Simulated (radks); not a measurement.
The numbers below are computed, except where a source is named.
The mean radii <r> (bohr) of the occupied orbitals of an atom or ion are listed with their occupations. Code: a radial shooting solver on a logarithmic mesh with Libxc functionals. Model: Dirac Kohn-Sham, PBEsol, spin-unpolarised, spherical densities, finite nucleus; Fermi nuclear charge, rms radius of each element as measured or else 0.836 A^(1/3) + 0.57 fm.

| orbital | occ. | <r> |
|---|---|---|
| 1s1/2 | 2 | 0.03186 |
| 2s1/2 | 2 | 0.1380 |
| 2p1/2 | 2 | 0.1172 |
| 2p3/2 | 4 | 0.1221 |
| 3s1/2 | 2 | 0.3793 |
| 3p1/2 | 2 | 0.3714 |
| 3p3/2 | 4 | 0.3822 |
| 3d3/2 | 4 | 0.3557 |
| 3d5/2 | 6 | 0.3592 |
| 4s1/2 | 2 | 0.9454 |
| 4p1/2 | 2 | 1.019 |
| 4p3/2 | 4 | 1.051 |
| 4d3/2 | 4 | 1.448 |
| 4d5/2 | 5 | 1.470 |

Name the element and its charge. Open shells, if any, fill j = l - 1/2 first.

Answer. Z = 46, palladium, charge +1: Pd+ in [Kr] 4d9. The 1s radius gives Z: for a bare nucleus <r> = (2 gamma + 1)/(2Z) with gamma = sqrt(1 - (Z/c)^2), 0.03135 bohr for Z = 46, and screening makes it slightly larger (0.03186 here). The occupations add up to 45, and the charge is Z minus that.
